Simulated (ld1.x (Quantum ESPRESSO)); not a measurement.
LDA (PZ) RRKJ dataset for Ca, scalar-relativistic all-electron reference.

calcium (Ca), norm-conserving RRKJ (Kleinman–Bylander form), made with ld1.x (Quantum ESPRESSO) 7.5 (LDA (PZ), scalar-relativistic). Core [Ne], reference 3s2 3p6 3d0 4s2 4p0. Waves: 3p (bound): rc 1.45 bohr; 3d (bound, empty): rc 2.80 bohr; 4f channel at 0.05 Ry: rc 2.60 bohr; 3s (bound): rc 1.25 bohr. Local part: the s channel. Core correction: Bessel-smoothed model core inside 1.10 bohr. rho0 = 0.01.

Occupied shells without a wave of their own: 4s. They enter only through the test configuration that unscreens the potential, and ld1.x also counts them in the model core charge.

All-electron outer shells of the reference configuration (LDA (PZ), scalar-relativistic, ld1.x):

```json
{"shell": "2s", "level (eV)": "-413.12", "outermost node (bohr)": "0.10", "outermost maximum (bohr)": "0.30"}
{"shell": "2p", "level (eV)": "-334.59", "outermost node (bohr)": "–", "outermost maximum (bohr)": "0.25"}
{"shell": "3s", "level (eV)": "-46.82", "outermost node (bohr)": "0.45", "outermost maximum (bohr)": "0.99"}
{"shell": "3p", "level (eV)": "-27.98", "outermost node (bohr)": "0.42", "outermost maximum (bohr)": "1.04"}
{"shell": "4s", "level (eV)": "-3.87", "outermost node (bohr)": "1.43", "outermost maximum (bohr)": "3.33"}
{"shell": "3d", "level (eV)": "-2.13", "outermost node (bohr)": "–", "outermost maximum (bohr)": "1.29"}
{"shell": "4p", "level (eV)": "-1.44", "outermost node (bohr)": "1.63", "outermost maximum (bohr)": "4.39"}
```

Calculated quality:

```json
{"Cutoffs needed": "80 Ry and 110 Ry (the cutoffs (Ry, on a coarse ladder) from which the occupation-weighted sum of valence levels, in a spherical-Bessel basis at the reference potential, stays within 10 and 1 mRy of its value at 400 Ry)", "Ghost test": "no extra level below or beside the all-electron valence levels (p, d, f, s tested) (spherical-Bessel basis up to 400 Ry, 20 bohr box)", "Largest excitation error": "-981 meV (all-electron minus pseudo) for 3s2 3p6 3d0 4s0 4p0, out of 7 test configurations"}
```

ld1.x takes every shell without a wave as core, so the model core holds the 4s electrons as well and exchange and correlation see them twice. This cancels in the reference configuration, but the file is broken for other ones, and its errors say nothing about a proper core correction.

Generation and tests took about 2.7 s on one core of a shared server CPU.
